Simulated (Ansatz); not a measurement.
A short molecular-dynamics run on C₃H₆ClFHfN₂O (`C[N](C)[Hf]([F])([Cl])[N]=C=O`).

```yaml
crystal:
  periodic: [false, false, false]
  atoms:
    - {symbol: C, position_ang: [0.200812, 1.453322, 1.534257]}
    - {symbol: N, position_ang: [0.030261, 0.275723, 0.717406]}
    - {symbol: C, position_ang: [1.047138, -0.731770, 0.933633]}
    - {symbol: Hf, position_ang: [-1.382548, -0.163860, -0.619987]}
    - {symbol: F, position_ang: [-2.519614, 1.355398, -0.732753]}
    - {symbol: Cl, position_ang: [-2.508619, -2.100689, 0.128094]}
    - {symbol: N, position_ang: [-0.431818, -0.566886, -2.380832]}
    - {symbol: C, position_ang: [0.144605, -0.791858, -3.410047]}
    - {symbol: O, position_ang: [0.702823, -1.011033, -4.408539]}
    - {symbol: H, position_ang: [1.165949, 1.937255, 1.335531]}
    - {symbol: H, position_ang: [0.167082, 1.203100, 2.602608]}
    - {symbol: H, position_ang: [-0.588141, 2.181284, 1.333671]}
    - {symbol: H, position_ang: [2.047269, -0.348856, 0.694414]}
    - {symbol: H, position_ang: [1.048796, -1.081197, 1.973722]}
    - {symbol: H, position_ang: [0.876003, -1.609953, 0.298831]}
basis:
  gaussian: {orbitals: def2-SVP}
hamiltonian: {xc: {name: BLYP}, dispersion: d3bjatm}
md: {timestep: 1 fs, n_steps: 50, ensemble: nvt_nose_hoover, temperature: 1500, initial_velocities: maxwell_boltzmann, seed: 88}
```

```sh
$ ansatz run in.yaml --threads 2 --pin off --events-out ev --progress --plain --max-ram 32768MiB --backend cpu
```

```json
{"step": "0", "time (fs)": "0.0", "potential energy (eV)": "-24774.5054", "kinetic (eV)": "2.5206", "T (K)": "1500", "conserved (eV)": "-24771.9849"}
{"step": "1", "time (fs)": "1.0", "potential energy (eV)": "-24774.3061", "kinetic (eV)": "2.3354", "T (K)": "1390", "conserved (eV)": "-24771.9707"}
{"step": "2", "time (fs)": "2.0", "potential energy (eV)": "-24773.9023", "kinetic (eV)": "1.9628", "T (K)": "1168", "conserved (eV)": "-24771.9395"}
{"step": "3", "time (fs)": "3.0", "potential energy (eV)": "-24773.7143", "kinetic (eV)": "1.7667", "T (K)": "1051", "conserved (eV)": "-24771.9478"}
{"step": "4", "time (fs)": "4.0", "potential energy (eV)": "-24773.6638", "kinetic (eV)": "1.7038", "T (K)": "1014", "conserved (eV)": "-24771.9604"}
{"step": "5", "time (fs)": "5.0", "potential energy (eV)": "-24773.5528", "kinetic (eV)": "1.5974", "T (K)": "951", "conserved (eV)": "-24771.9560"}
{"step": "6", "time (fs)": "6.0", "potential energy (eV)": "-24773.4017", "kinetic (eV)": "1.4488", "T (K)": "862", "conserved (eV)": "-24771.9539"}
{"step": "7", "time (fs)": "7.0", "potential energy (eV)": "-24773.2381", "kinetic (eV)": "1.2849", "T (K)": "765", "conserved (eV)": "-24771.9547"}
{"step": "8", "time (fs)": "8.0", "potential energy (eV)": "-24773.0773", "kinetic (eV)": "1.1340", "T (K)": "675", "conserved (eV)": "-24771.9454"}
{"step": "9", "time (fs)": "9.0", "potential energy (eV)": "-24773.0737", "kinetic (eV)": "1.1423", "T (K)": "680", "conserved (eV)": "-24771.9341"}
{"step": "10", "time (fs)": "10.0", "potential energy (eV)": "-24773.3717", "kinetic (eV)": "1.4259", "T (K)": "849", "conserved (eV)": "-24771.9493"}
{"step": "11", "time (fs)": "11.0", "potential energy (eV)": "-24773.7503", "kinetic (eV)": "1.7806", "T (K)": "1060", "conserved (eV)": "-24771.9744"}
{"step": "12", "time (fs)": "12.0", "potential energy (eV)": "-24773.8434", "kinetic (eV)": "1.8697", "T (K)": "1113", "conserved (eV)": "-24771.9799"}
{"step": "13", "time (fs)": "13.0", "potential energy (eV)": "-24773.5891", "kinetic (eV)": "1.6425", "T (K)": "977", "conserved (eV)": "-24771.9543"}
{"step": "14", "time (fs)": "14.0", "potential energy (eV)": "-24773.3665", "kinetic (eV)": "1.4404", "T (K)": "857", "conserved (eV)": "-24771.9353"}
{"step": "15", "time (fs)": "15.0", "potential energy (eV)": "-24773.4305", "kinetic (eV)": "1.4847", "T (K)": "884", "conserved (eV)": "-24771.9565"}
{"step": "16", "time (fs)": "16.0", "potential energy (eV)": "-24773.5168", "kinetic (eV)": "1.5655", "T (K)": "932", "conserved (eV)": "-24771.9636"}
{"step": "17", "time (fs)": "17.0", "potential energy (eV)": "-24773.4750", "kinetic (eV)": "1.5298", "T (K)": "910", "conserved (eV)": "-24771.9594"}
{"step": "18", "time (fs)": "18.0", "potential energy (eV)": "-24773.3389", "kinetic (eV)": "1.3975", "T (K)": "832", "conserved (eV)": "-24771.9574"}
{"step": "19", "time (fs)": "19.0", "potential energy (eV)": "-24773.1529", "kinetic (eV)": "1.2208", "T (K)": "726", "conserved (eV)": "-24771.9499"}
{"step": "20", "time (fs)": "20.0", "potential energy (eV)": "-24773.0505", "kinetic (eV)": "1.1334", "T (K)": "674", "conserved (eV)": "-24771.9366"}
{"step": "21", "time (fs)": "21.0", "potential energy (eV)": "-24773.2189", "kinetic (eV)": "1.2990", "T (K)": "773", "conserved (eV)": "-24771.9413"}
{"step": "22", "time (fs)": "22.0", "potential energy (eV)": "-24773.5840", "kinetic (eV)": "1.6439", "T (K)": "978", "conserved (eV)": "-24771.9640"}
{"step": "23", "time (fs)": "23.0", "potential energy (eV)": "-24773.8143", "kinetic (eV)": "1.8618", "T (K)": "1108", "conserved (eV)": "-24771.9794"}
{"step": "24", "time (fs)": "24.0", "potential energy (eV)": "-24773.6873", "kinetic (eV)": "1.7463", "T (K)": "1039", "conserved (eV)": "-24771.9712"}
{"step": "25", "time (fs)": "25.0", "potential energy (eV)": "-24773.3681", "kinetic (eV)": "1.4629", "T (K)": "871", "conserved (eV)": "-24771.9384"}
{"step": "26", "time (fs)": "26.0", "potential energy (eV)": "-24773.3038", "kinetic (eV)": "1.3950", "T (K)": "830", "conserved (eV)": "-24771.9448"}
{"step": "27", "time (fs)": "27.0", "potential energy (eV)": "-24773.4300", "kinetic (eV)": "1.5028", "T (K)": "894", "conserved (eV)": "-24771.9660"}
{"step": "28", "time (fs)": "28.0", "potential energy (eV)": "-24773.4275", "kinetic (eV)": "1.5061", "T (K)": "896", "conserved (eV)": "-24771.9635"}
{"step": "29", "time (fs)": "29.0", "potential energy (eV)": "-24773.2733", "kinetic (eV)": "1.3602", "T (K)": "809", "conserved (eV)": "-24771.9584"}
{"step": "30", "time (fs)": "30.0", "potential energy (eV)": "-24773.0366", "kinetic (eV)": "1.1312", "T (K)": "673", "conserved (eV)": "-24771.9535"}
{"step": "31", "time (fs)": "31.0", "potential energy (eV)": "-24772.8101", "kinetic (eV)": "0.9181", "T (K)": "546", "conserved (eV)": "-24771.9427"}
{"step": "32", "time (fs)": "32.0", "potential energy (eV)": "-24772.7619", "kinetic (eV)": "0.8782", "T (K)": "523", "conserved (eV)": "-24771.9367"}
{"step": "33", "time (fs)": "33.0", "potential energy (eV)": "-24772.9727", "kinetic (eV)": "1.0786", "T (K)": "642", "conserved (eV)": "-24771.9497"}
{"step": "34", "time (fs)": "34.0", "potential energy (eV)": "-24773.2572", "kinetic (eV)": "1.3494", "T (K)": "803", "conserved (eV)": "-24771.9668"}
{"step": "35", "time (fs)": "35.0", "potential energy (eV)": "-24773.3567", "kinetic (eV)": "1.4460", "T (K)": "861", "conserved (eV)": "-24771.9739"}
{"step": "36", "time (fs)": "36.0", "potential energy (eV)": "-24773.1814", "kinetic (eV)": "1.2898", "T (K)": "768", "conserved (eV)": "-24771.9590"}
{"step": "37", "time (fs)": "37.0", "potential energy (eV)": "-24772.9738", "kinetic (eV)": "1.1099", "T (K)": "661", "conserved (eV)": "-24771.9349"}
{"step": "38", "time (fs)": "38.0", "potential energy (eV)": "-24773.0394", "kinetic (eV)": "1.1621", "T (K)": "692", "conserved (eV)": "-24771.9520"}
{"step": "39", "time (fs)": "39.0", "potential energy (eV)": "-24773.1720", "kinetic (eV)": "1.2845", "T (K)": "764", "conserved (eV)": "-24771.9664"}
{"step": "40", "time (fs)": "40.0", "potential energy (eV)": "-24773.1366", "kinetic (eV)": "1.2576", "T (K)": "748", "conserved (eV)": "-24771.9623"}
{"step": "41", "time (fs)": "41.0", "potential energy (eV)": "-24772.9623", "kinetic (eV)": "1.0946", "T (K)": "651", "conserved (eV)": "-24771.9551"}
{"step": "42", "time (fs)": "42.0", "potential energy (eV)": "-24772.7649", "kinetic (eV)": "0.9091", "T (K)": "541", "conserved (eV)": "-24771.9470"}
{"step": "43", "time (fs)": "43.0", "potential energy (eV)": "-24772.6841", "kinetic (eV)": "0.8389", "T (K)": "499", "conserved (eV)": "-24771.9397"}
{"step": "44", "time (fs)": "44.0", "potential energy (eV)": "-24772.8281", "kinetic (eV)": "0.9821", "T (K)": "584", "conserved (eV)": "-24771.9442"}
{"step": "45", "time (fs)": "45.0", "potential energy (eV)": "-24773.1280", "kinetic (eV)": "1.2716", "T (K)": "757", "conserved (eV)": "-24771.9592"}
{"step": "46", "time (fs)": "46.0", "potential energy (eV)": "-24773.3610", "kinetic (eV)": "1.4985", "T (K)": "892", "conserved (eV)": "-24771.9711"}
{"step": "47", "time (fs)": "47.0", "potential energy (eV)": "-24773.3565", "kinetic (eV)": "1.5049", "T (K)": "896", "conserved (eV)": "-24771.9668"}
{"step": "48", "time (fs)": "48.0", "potential energy (eV)": "-24773.2179", "kinetic (eV)": "1.3995", "T (K)": "833", "conserved (eV)": "-24771.9399"}
{"step": "49", "time (fs)": "49.0", "potential energy (eV)": "-24773.2943", "kinetic (eV)": "1.4747", "T (K)": "878", "conserved (eV)": "-24771.9476"}
{"step": "50", "time (fs)": "50.0", "potential energy (eV)": "-24773.4947", "kinetic (eV)": "1.6632", "T (K)": "990", "conserved (eV)": "-24771.9668"}
```

Velocities are drawn at the set temperature; a run this short doesn't reach equilibrium.

Frames (Å, forces in eV/Å):

```xyz
15
time=0.0 fs
C     0.201    1.453    1.534   -0.062    0.057   -0.009
N     0.030    0.276    0.717    0.060    0.063    0.043
C     1.047   -0.732    0.934   -0.028   -0.088   -0.060
Hf   -1.383   -0.164   -0.620   -0.185   -0.282   -0.253
F    -2.520    1.355   -0.733   -0.453    0.654   -0.034
Cl   -2.509   -2.101    0.128   -0.228   -0.437    0.190
N    -0.432   -0.567   -2.381   -0.722    0.303    1.368
C     0.145   -0.792   -3.410    0.019   -0.008   -0.031
O     0.703   -1.011   -4.409    0.983   -0.390   -1.763
H     1.166    1.937    1.336    0.485    0.273   -0.065
H     0.167    1.203    2.603   -0.003   -0.087    0.555
H    -0.588    2.181    1.334   -0.383    0.380   -0.081
H     2.047   -0.349    0.694    0.530    0.158   -0.100
H     1.049   -1.081    1.974    0.043   -0.195    0.527
H     0.876   -1.610    0.299   -0.056   -0.402   -0.287
15
time=4.0 fs
C     0.137    1.457    1.519   -1.294    0.244   -0.033
N     0.034    0.243    0.681    0.154    0.803    0.381
C     1.046   -0.746    0.904    2.395   -2.000    0.055
Hf   -1.382   -0.150   -0.624   -0.276   -2.181    0.115
F    -2.505    1.323   -0.694   -1.421    1.995   -0.112
Cl   -2.508   -2.123    0.150   -0.029   -0.062    0.018
N    -0.416   -0.508   -2.345    0.863   -0.963   -2.455
C     0.111   -0.844   -3.416    0.475    1.011    0.715
O     0.738   -1.030   -4.412   -0.730   -0.264    0.542
H     1.140    1.837    1.412    1.095    0.582    0.089
H     0.012    1.038    2.536   -0.120    0.848    0.499
H    -0.589    2.387    1.286    1.013   -2.197    0.282
H     2.172   -0.341    0.689   -2.106   -0.879    0.226
H     1.089   -1.298    1.906   -0.191    1.354    0.140
H     0.864   -1.773    0.373    0.171    1.708   -0.463
15
time=8.0 fs
C     0.059    1.458    1.506    5.281   -3.151    1.704
N     0.040    0.219    0.649    0.518    1.450    0.962
C     1.069   -0.783    0.876   -1.547   -1.272    1.731
Hf   -1.382   -0.138   -0.629   -0.343   -3.499    0.154
F    -2.501    1.307   -0.657   -2.032    2.866   -0.076
Cl   -2.507   -2.145    0.171    0.173    0.274   -0.139
N    -0.393   -0.459   -2.334    1.093   -1.681   -3.628
C     0.084   -0.883   -3.415    1.777    1.656   -0.052
O     0.767   -1.052   -4.412   -2.124   -0.232    2.175
H     1.286    1.839    1.487   -2.922   -0.715    0.369
H    -0.155    0.997    2.538    0.195    1.386   -0.587
H    -0.481    2.327    1.264   -1.572    1.111   -0.864
H     2.048   -0.439    0.706    1.963    0.746   -0.637
H     1.101   -1.332    1.873   -0.307    1.230    0.340
H     0.872   -1.726    0.367   -0.152   -0.169   -1.453
15
time=12.0 fs
C     0.038    1.429    1.510   -0.129   -0.547   -0.954
N     0.052    0.210    0.627    0.925    1.070    1.333
C     1.080   -0.834    0.866    0.049    0.967   -0.681
Hf   -1.382   -0.128   -0.633   -0.304   -3.677   -0.302
F    -2.513    1.314   -0.620   -1.900    2.670   -0.025
Cl   -2.505   -2.166    0.192    0.336    0.577   -0.285
N    -0.358   -0.428   -2.359   -0.073   -1.262   -1.653
C     0.079   -0.902   -3.414    2.323    1.608   -0.741
O     0.776   -1.076   -4.392   -1.848   -0.514    1.444
H     1.054    1.752    1.613    1.318    0.597    0.207
H    -0.306    1.139    2.492   -0.467   -0.038    0.982
H    -0.539    2.335    1.140    0.134   -1.029   -0.061
H     2.121   -0.462    0.647   -0.397   -0.074    0.006
H     1.069   -1.197    1.896   -0.132   -0.281    0.562
H     0.865   -1.675    0.171    0.165   -0.067    0.168
15
time=16.0 fs
C     0.016    1.386    1.506   -1.083    1.309    0.388
N     0.073    0.213    0.620    0.978    0.307    1.259
C     1.087   -0.875    0.851    0.895    1.760   -1.085
Hf   -1.383   -0.122   -0.637   -0.397   -2.917   -0.806
F    -2.541    1.342   -0.583   -1.094    1.592   -0.022
Cl   -2.502   -2.185    0.212    0.482    0.860   -0.417
N    -0.325   -0.410   -2.402   -1.652   -0.143    1.525
C     0.102   -0.901   -3.421    1.133    1.332    0.232
O     0.769   -1.106   -4.360    0.377   -1.238   -1.813
H     1.019    1.759    1.788    0.249    0.202   -0.382
H    -0.505    1.295    2.529    0.275   -0.643   -0.881
H    -0.604    2.247    0.994    1.173   -1.194    0.625
H     2.194   -0.474    0.580   -1.909   -0.643    0.685
H     1.020   -1.089    1.970    0.259   -0.883   -1.167
H     0.879   -1.642   -0.004    0.316    0.298    1.858
15
time=20.0 fs
C    -0.023    1.353    1.507    3.114    0.415    2.925
N     0.105    0.219    0.625    0.248   -0.862    0.235
C     1.101   -0.894    0.825   -2.700    2.136    1.556
Hf   -1.384   -0.118   -0.642   -0.523   -1.743   -0.642
F    -2.577    1.382   -0.546   -0.072    0.312   -0.060
Cl   -2.497   -2.200    0.230    0.606    1.061   -0.520
N    -0.309   -0.394   -2.430   -2.358    0.615    3.134
C     0.139   -0.882   -3.424   -0.068    1.184    1.298
O     0.766   -1.147   -4.344    1.972   -1.807   -3.988
H     1.100    1.820    1.914   -2.670   -0.989   -1.275
H    -0.669    1.354    2.468    0.702   -0.981   -0.719
H    -0.536    2.035    0.907   -0.732    2.420   -1.028
H     2.052   -0.554    0.597    2.803    1.225   -0.282
H     1.006   -1.113    1.903    0.260   -1.160   -0.159
H     0.926   -1.599    0.050   -0.584   -1.826   -0.474
15
time=24.0 fs
C    -0.031    1.332    1.533   -2.405    0.953   -3.468
N     0.140    0.215    0.634   -0.657   -1.715   -0.663
C     1.093   -0.887    0.810    1.056    0.487   -0.542
Hf   -1.385   -0.116   -0.648   -0.748   -0.620    0.240
F    -2.614    1.426   -0.510    0.711   -0.753   -0.199
Cl   -2.489   -2.210    0.245    0.664    1.182   -0.608
N    -0.317   -0.372   -2.426   -1.490    0.297    1.736
C     0.179   -0.849   -3.415    0.922    0.230   -0.657
O     0.778   -1.205   -4.363    0.156   -0.570   -0.797
H     0.845    1.758    1.873    2.698    1.159    0.978
H    -0.757    1.271    2.324   -0.658   -0.646    1.099
H    -0.504    2.071    0.758    0.630   -0.042    1.703
H     2.168   -0.517    0.606   -0.957   -0.469    0.285
H     1.029   -1.304    1.819    0.124   -0.247    0.558
H     0.910   -1.754    0.097   -0.046    0.757    0.333
15
time=28.0 fs
C    -0.062    1.322    1.527    0.041    1.277   -0.335
N     0.167    0.194    0.635   -1.423   -0.620   -0.895
C     1.093   -0.875    0.794    2.201   -2.240    1.233
Hf   -1.387   -0.114   -0.653   -1.246    0.142    1.061
F    -2.646    1.463   -0.475    1.262   -1.452   -0.309
Cl   -2.478   -2.215    0.259    0.697    1.246   -0.666
N    -0.341   -0.347   -2.405    0.724   -0.900   -1.823
C     0.229   -0.812   -3.412    0.457   -0.394   -0.745
O     0.792   -1.268   -4.390   -1.371    1.181    2.386
H     0.879    1.819    1.944   -0.653   -0.855    0.112
H    -0.886    1.100    2.291    1.030    0.441   -0.234
H    -0.412    2.139    0.812   -0.185   -0.323    0.972
H     2.217   -0.518    0.641   -1.681   -0.764    0.117
H     1.070   -1.516    1.791   -0.050    1.608   -0.677
H     0.878   -1.831    0.163    0.197    1.653   -0.195
15
time=32.0 fs
C    -0.099    1.319    1.514    3.238   -0.832    2.509
N     0.179    0.168    0.627   -2.069    1.130   -0.913
C     1.115   -0.887    0.794   -1.738   -0.788    1.810
Hf   -1.390   -0.113   -0.658   -1.475    0.611    1.428
F    -2.667    1.490   -0.442    1.567   -1.804   -0.375
Cl   -2.464   -2.215    0.269    0.696    1.225   -0.691
N    -0.358   -0.332   -2.402    2.255   -1.452   -3.744
C     0.283   -0.780   -3.417   -0.984   -0.770    0.242
O     0.795   -1.321   -4.395   -1.381    2.051    3.140
H     0.940    1.820    2.071   -2.368   -1.747   -0.894
H    -0.890    0.986    2.247    0.632    0.813    0.134
H    -0.353    2.202    0.983   -1.022    1.067   -1.113
H     2.095   -0.606    0.683    3.249    0.983   -0.715
H     1.102   -1.520    1.700   -0.384    0.588    1.241
H     0.866   -1.710    0.177   -0.215   -1.075   -2.058
15
time=36.0 fs
C    -0.102    1.313    1.525   -1.423    0.102   -2.262
N     0.169    0.152    0.610   -1.391    1.405   -0.548
C     1.128   -0.911    0.808    1.244   -0.175   -1.750
Hf   -1.394   -0.110   -0.661   -1.352    0.687    0.925
F    -2.676    1.501   -0.413    1.666   -1.951   -0.442
Cl   -2.447   -2.210    0.276    0.634    1.190   -0.700
N    -0.351   -0.331   -2.438    1.764   -0.793   -2.345
C     0.326   -0.757   -3.420   -1.733   -1.121    0.502
O     0.785   -1.355   -4.372   -0.454    1.793    1.999
H     0.706    1.585    2.092    3.106    0.646    1.708
H    -0.826    0.977    2.239   -1.221    0.061    0.925
H    -0.418    2.342    1.043    0.207   -1.931    0.228
H     2.258   -0.608    0.648   -1.574   -0.235    0.116
H     1.081   -1.434    1.770   -0.265   -0.176    0.505
H     0.850   -1.663   -0.034    0.792    0.498    1.139
15
time=40.0 fs
C    -0.111    1.306    1.521    0.910   -2.395    3.397
N     0.144    0.150    0.586   -0.341    1.023    0.047
C     1.152   -0.936    0.807    0.145    0.805   -0.196
Hf   -1.399   -0.108   -0.664   -1.205    0.466   -0.144
F    -2.672    1.497   -0.387    1.641   -1.861   -0.446
Cl   -2.427   -2.199    0.281    0.580    1.126   -0.679
N    -0.327   -0.339   -2.497   -0.763    0.954    1.829
C     0.349   -0.749   -3.417   -1.112   -1.393   -0.368
O     0.770   -1.372   -4.331    1.018    0.398   -0.520
H     0.774    1.383    2.277   -0.674    0.543   -1.462
H    -0.891    0.996    2.323    0.328    0.278   -1.015
H    -0.465    2.253    1.111    0.336    0.333   -0.573
H     2.267   -0.622    0.620   -1.495   -0.043    0.542
H     1.024   -1.365    1.899    0.248    0.081   -1.952
H     0.934   -1.581   -0.120    0.383   -0.315    1.539
15
time=44.0 fs
C    -0.117    1.270    1.548    2.015   -1.762    2.800
N     0.116    0.160    0.562    0.538    0.174    0.564
C     1.173   -0.949    0.805   -3.420    2.707    0.089
Hf   -1.406   -0.104   -0.667   -1.039    0.185   -1.038
F    -2.654    1.479   -0.364    1.388   -1.550   -0.406
Cl   -2.405   -2.183    0.282    0.483    0.959   -0.609
N    -0.311   -0.336   -2.537   -2.681    2.249    4.643
C     0.357   -0.758   -3.419   -0.836   -0.775   -0.054
O     0.766   -1.387   -4.294    2.439   -1.477   -3.240
H     0.850    1.282    2.333   -1.926    0.731   -2.099
H    -0.933    1.046    2.291    0.071   -0.340   -0.288
H    -0.463    2.203    1.098    0.699    0.576   -0.315
H     2.134   -0.612    0.660    2.933    1.604    0.075
H     0.995   -1.301    1.795   -0.045   -1.176    1.019
H     1.063   -1.575   -0.030   -0.618   -2.103   -1.141
15
time=48.0 fs
C    -0.102    1.211    1.605   -4.030    1.173   -4.777
N     0.092    0.172    0.545    1.364   -1.127    1.071
C     1.163   -0.932    0.797    0.476    1.046   -1.292
Hf   -1.414   -0.101   -0.671   -0.865   -0.243   -1.459
F    -2.625    1.447   -0.344    0.872   -0.962   -0.329
Cl   -2.380   -2.163    0.281    0.328    0.713   -0.504
N    -0.321   -0.311   -2.532   -1.270    1.203    2.461
C     0.353   -0.777   -3.419   -1.761   -0.097    1.212
O     0.783   -1.414   -4.286    2.018   -1.122   -2.504
H     0.726    1.288    2.140    4.348    0.705    2.966
H    -0.979    1.050    2.222   -0.492   -0.487    0.727
H    -0.364    2.228    1.047    0.802   -1.454    1.099
H     2.252   -0.442    0.731   -1.887   -0.902    0.258
H     0.966   -1.387    1.792    0.242    0.027   -0.077
H     1.125   -1.789   -0.010   -0.145    1.524    1.147
15
time=50.0 fs
C    -0.105    1.187    1.618   -1.237    0.776   -2.072
N     0.086    0.173    0.540    1.612   -1.452    1.209
C     1.159   -0.915    0.786    0.456   -0.157    0.741
Hf   -1.418   -0.099   -0.673   -0.723   -0.531   -1.456
F    -2.608    1.428   -0.335    0.519   -0.525   -0.255
Cl   -2.367   -2.152    0.280    0.250    0.572   -0.446
N    -0.332   -0.292   -2.517   -0.166    0.285    0.717
C     0.343   -0.787   -3.414   -1.632   -0.490    0.763
O     0.800   -1.432   -4.291    0.923    0.162   -0.585
H     0.811    1.329    2.138    1.078   -0.027    1.278
H    -1.033    1.022    2.226    0.676   -0.155    0.269
H    -0.264    2.168    1.075   -0.018   -0.395    0.529
H     2.246   -0.384    0.782   -2.070   -1.243    0.006
H     0.957   -1.453    1.826    0.451    1.138   -1.475
H     1.144   -1.846    0.046   -0.119    2.044    0.776
```

It took 5.5 min on 2 threads of a server CPU on a shared host, with 1 GiB of host memory at the peak.
